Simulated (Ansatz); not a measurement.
Consider the hydrogenolysis of a C–S bond: `SC=C=[Se]` + H₂ → `C=C=[Se]` + H₂S.

Program: Ansatz. Geometries: PBE0-D4/def2-TZVP. ΔE: electronic, gas phase. CBS: MP2 limit from def2 TZ/QZ plus the TZ coupled-cluster correction, frozen cores. This one scheme is used for every species. DFT in def2-TZVPP. For Se outer-core shells are correlated without core-valence functions, which leaves a few kJ/mol of doubt a bond. Scalar relativity is left out up to krypton. One conformer a species, not always the lowest.

`SC=C=[Se]`:

Cartesian coordinates in Å:
```
S 0.524 1.460 0.536
C 0.089 -0.248 0.435
C 0.094 -0.815 -0.742
Se 0.115 -1.530 -2.274
H -0.718 1.953 0.708
H -0.104 -0.820 1.337
```

H₂:

Cartesian coordinates in Å:
```
H -0.195 -0.044 0.315
H 0.195 0.044 -0.315
```

`C=C=[Se]`:

```xyz
5

C     0.013   -0.002    0.637
C    -0.014    0.003   -0.663
Se   -0.049    0.009   -2.357
H     0.382    0.857    1.188
H    -0.332   -0.866    1.196
```

H₂S:

```xyz
3

S     0.407   -0.391   -0.256
H    -0.931   -0.368   -0.170
H     0.525    0.758    0.426
```

```
    species  r2SCAN0 energy (Eh)
`SC=C=[Se]`          -2877.02841
         H₂             -1.17054
 `C=C=[Se]`          -2478.85710
        H₂S           -399.36997
```

(1) Work out ΔE.

Largest T1 diagnostic among the species: 0.016.

Results:

(1) ΔE = (-2478.85710) + (-399.36997) − (-2877.02841) − (-1.17054) = -0.02812 Eh = -73.8 kJ/mol. CCSD(T)/CBS gives -70.3 kJ/mol.

Leaving LDA and LC-ωPBE aside and taking each functional with its dispersion term where it has one, the values, not all of them listed here, spread over 22.1 kJ/mol, from BHLYP-D4 to revPBE-D4. At CCSD(T), def2-SVP lies −7.3 kJ/mol from the extrapolated value and def2-TZVPP −2.2 kJ/mol. From PBE to PBE0 (25 % exact exchange), in def2-TZVPP and without D4, ΔE moves by −6.6 kJ/mol.
